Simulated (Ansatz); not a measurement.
Input file for Ansatz (a first-principles code): R-PBE0/def2-TZVPPD on GeH4 (SMILES [GeH4]) with ghost functions. Files ending in .json are basis or fitting sets from the Basis Set Exchange.

Ansatz 0.2 input:
```yaml
crystal:
  periodic: [false, false, false]
  atoms:
    - {symbol: Ge, position_ang: [-0.70010531, 0.53473121, 0.34687054]}
    - {symbol: H, position_ang: [-0.86038231, 0.61855786, -1.18009865]}
    - {symbol: H, position_ang: [-0.37538836, -0.91919667, 0.72698455]}
    - {symbol: H, position_ang: [-2.01310343, 0.95637223, 1.01988008]}
    - {symbol: H, position_ang: [0.44308819, 1.45176820, 0.79628322]}
basis:
  gaussian:
    orbitals: def2-TZVPPD.json
    ghost_atoms:
      - {symbol: F, position_ang: [-0.30552998, 0.07792100, 3.69133890]}
      - {symbol: C, position_ang: [0.58732533, -0.95012164, 3.77139531]}
      - {symbol: F, position_ang: [1.78837513, -0.51373751, 3.30310499]}
      - {symbol: H, position_ang: [0.23792183, -1.76449776, 3.13560427]}
      - {symbol: H, position_ang: [0.69970029, -1.23138547, 4.81951862]}
hamiltonian:
  xc: {name: PBE0}
scf: {lower_state_search: off}
```

Program output:

```
WARN ansatz: RAYON_NUM_THREADS=1 ignored (pool sized by the plan → 1); use --threads N
Functional definition: PBE0
these checks for a lower state are left out or cut short: stability, starts, cluster_reference, orbital_swaps, neighbouring_geometries, increment
integrals: 0.21 GiB planned
1306 factors; their error is unknown
mean field: 1.65 GiB planned
mean field evaluation 1: about -56575.2431 eV, gradient 1.6e1 eV
mean field evaluation 2: about -56575.3802 eV, gradient 1.5e1 eV
mean field evaluation 4: about -56575.4977 eV, gradient 3.1e-1 eV
mean field evaluation 8: about -56575.7283 eV, gradient 2.0e-1 eV
mean field -56575.72833623 eV, -2079.1196679504 hartree, gradient 3.8e-6 eV, S^2 0.000000; 0 other end points of the search recorded, 0 dependent functions left out
reference -56575.72836600 eV, -2079.1196690445 hartree; 18, 18 occupied and 255, 255 virtual orbitals, 1306 factors
Total energy: -56575.72836600 eV, -2079.1196690445 hartree
Checks for a lower state left out: stability, starts, cluster_reference, orbital_swaps, neighbouring_geometries, increment
```

Self-consistency was reached.

Cost: around 6 core-seconds (rough).
